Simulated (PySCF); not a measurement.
Fill in the blanks.

Species: C₅H₁₀N₂.
Cartesian coordinates in Å at the GFN2-xTB level; atoms count from 1:
```xyz
17
C5H10N2 angstrom
C      2.5398    1.2296    0.6344
N      1.9605    0.2144    0.1773
C      0.6952   -0.1562    0.6400
C      0.3694   -1.6310    0.6500
C     -0.2587   -0.7538   -0.3768
N     -1.6411   -0.4183   -0.2338
C     -2.0159    0.7677   -0.9795
H      2.1221    1.8842    1.4080
H      3.5140    1.4830    0.2451
H      0.2414    0.4533    1.4239
H     -0.2513   -1.9855    1.4574
H      1.1471   -2.3069    0.3324
H      0.1349   -0.8231   -1.3932
H     -2.2212   -1.2044   -0.5142
H     -3.0789    0.9529   -0.8385
H     -1.4563    1.6157   -0.5851
H     -1.8081    0.6904   -2.0572
```

| property | level | value |
| --- | --- | --- |
| point group of the GFN2-xTB geometry | GFN2-xTB | C1 |
| rotational constants A, B, C of the GFN2-xTB geometry | GFN2-xTB | ? |
| dipole moment | PBE0/pcSseg-1 | ? |
| HOMO energy | PBE0/pcSseg-1 | ? |
| LUMO energy | PBE0/pcSseg-1 | ? |
| 13C chemical shifts (computed TMS as zero) by class | GIAO PBE0/pcSseg-1 | 151.0 (C1), 56.2 (C3), 48.7 (C5), 38.6 (C7), 22.7 (C4) ppm |
| 1H chemical shifts (computed TMS as zero) by class | GIAO PBE0/pcSseg-1 | 7.88 (H8), 7.08 (H9), 2.66 (H10), 2.58 (H15/H16/H17), 2.54 (H13), 1.33 (H12), 1.23 (H11), 0.68 (H14) ppm |
| isotropic shieldings of nuclei other than C and H, by class | GIAO PBE0/pcSseg-1 | ? |

Electronic properties: PySCF, gas phase, density fitting. One conformer (not necessarily the lowest) at the GFN2-xTB geometry, without solvent or vibrations. NMR classes are plain means over equivalent atoms (diastereotopic ones count apart unless rotation or inversion swaps them), as if these changed places fast; in this geometry the members of some classes differ.

Problem. The LUMO energy?

Solution. -0.10 eV.

Problem. The dipole moment?

Solution. 1.00 D.

Problem. The isotropic shieldings of nuclei other than C and H, by class?

Solution. -149 (N2), 217 (N6) ppm.

Problem. Give the HOMO energy.

Solution. -6.46 eV.

Problem. What are the rotational constants A, B, C of the GFN2-xTB geometry?

Solution. 4.862, 1.668, 1.342 GHz.

With B = h/(8π²I), that is 505.379 GHz u Å² over I, the principal moments of inertia are 103.9, 302.9 and 376.5 u Å² (most abundant isotopes). The dipole matches unit charges of opposite sign 0.21 Å apart (1 e·Å = 4.8032 D). The rotational constants make it an asymmetric top with κ = (2B − A − C)/(A − C) = -0.81, nearer the prolate limit (−1).
